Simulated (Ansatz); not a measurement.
Cost and result for the atomization energy of C₃H₇AlO (12 atoms, 13 bonds).

```
atom    x (Å)    y (Å)    z (Å)
  C1   0.0307   0.7134  -1.4589
  C2   0.0871   0.3399  -0.0204
 Al3   1.2632  -0.7841   1.0641
  C4  -1.1628   0.1041   0.7001
  O5  -0.4964  -1.1040   0.2846
  H6   0.8430   0.2566  -2.0266
  H7   0.1545   1.7988  -1.5297
  H8  -0.9242   0.4488  -1.9250
  H9   2.3873  -1.6128   0.3171
 H10   1.1433  -0.6403   2.6393
 H11  -2.1071   0.2411   0.1765
 H12  -1.2186   0.2385   1.7790
```

The species carries charge 0 and has multiplicity 1. The bonds changed during the relaxation, so this is another structure than the one it started from. All single points use the PBE0-D4/def2-TZVP geometry. Program: Ansatz. All runs use 4 threads of an Intel Xeon 6975P-C on a shared host. Times are those of one run each, without the atoms' runs, and a repeat can differ threefold. Electronic energies, without spin–orbit coupling; frozen cores. CCSD(T)/CBS adds CCSD(T) − MP2 in def2-TZVPP to the MP2 limit, and its time is that of the two runs behind it. T1 = 0.013. B3LYP takes the VWN-RPA correlation (the form of Gaussian; ORCA's B3LYP/G).

CCSD(T)/CBS is a level of theory with its own doubt, some kJ/mol a heavy atom from the limit and from the frozen cores, so smaller differences don't rank the functionals.

```tsv
level	functions	wall time	atomization (kcal/mol)	difference from CCSD(T)/CBS	per bond
PBE-D4/def2-TZVPP (with forces)	264	1.6 s	1078.0	21.4	1.6
PBE0-D4/def2-TZVPP	264	1.7 s	1058.8	2.2	0.2
r2SCAN-D4/def2-TZVPP (with forces)	264	2.3 s	1061.6	5.0	0.4
B3LYP-D4/def2-TZVPP (with forces)	264	2.9 s	1053.1	-3.5	-0.3
B2PLYP/def2-TZVPP	264	3.3 s	1044.0	-12.6	-1.0
ωB97X-V/def2-TZVPP	264	3.9 s	1059.9	3.3	0.2
ωB97M-V/def2-TZVPP (with forces)	264	5.5 s	1059.5	2.9	0.2
MP2/def2-QZVPP	508	14 s	1063.6	7.0	0.5
CCSD(T)/def2-TZVPP	264	40 s	1030.7	-25.9	-2.0
CCSD(T)/CBS(def2)	–	54 s	1056.6	0.0	0.0
```

The D4 term adds +8.9 kcal/mol with B3LYP and +4.6 kcal/mol with PBE0; it sums over pairs of atoms, weighted by their polarisabilities, and B3LYP, whose exchange is more repulsive, gets the larger term. From PBE to PBE0 (25 % exact exchange), in def2-TZVPP and without D4, the atomization energy moves by −18.4 kcal/mol: exact exchange takes away binding that semilocal exchange gives to molecules. In def2-TZVPP, CCSD(T) changes the Hartree–Fock value by +266.6 kcal/mol (the triples alone add +16.8 kcal/mol) and MP2 by +284.1 kcal/mol; breaking electron pairs costs correlation energy, which Hartree–Fock lacks.
